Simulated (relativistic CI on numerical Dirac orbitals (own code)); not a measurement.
# Crystal-field levels of V3+, 3d2

Calculated by Dirac-Coulomb-Breit CI, orbitals from a KLI potential per configuration, model QED (radiative potential, 1s self-energy scaled to tabulated hydrogen-like ionisation energies), valence Slater integrals scaled by 0.85, one configuration in a parametric crystal field (own radial code).

Field parameters in Wybourne normalisation: D3d B²₀ = −7Dσ, B⁴₀ = −14Dq − 21Dτ, B⁴₃ = −14√(10/7) Dq. The field is a parameter set, without covalency.

S is read from ⟨S²⟩ = S(S + 1).

Levels (cm⁻¹, degeneracy): 0 (1), 7 (2), 1871 (2), 1988 (2), 2087 (1), 2102 (1), 13408 (2), 14777 (2), 15052 (1), 20265 (1), 20279 (2), 20595 (1).

**Question.** Which field gives this pattern?
A. D3d, 10Dq = 26050, Dσ = 1040, Dτ = -200 cm⁻¹
B. D3d, 10Dq = 18800, Dσ = -1140, Dτ = 200 cm⁻¹
C. D3d, 10Dq = 30650, Dσ = -610, Dτ = -440 cm⁻¹
D. D3d, 10Dq = 22200, Dσ = 710, Dτ = -390 cm⁻¹

**Answer.** D. D3d, 10Dq = 22200, Dσ = 710, Dτ = -390 cm⁻¹, ground level with S = 1.00.
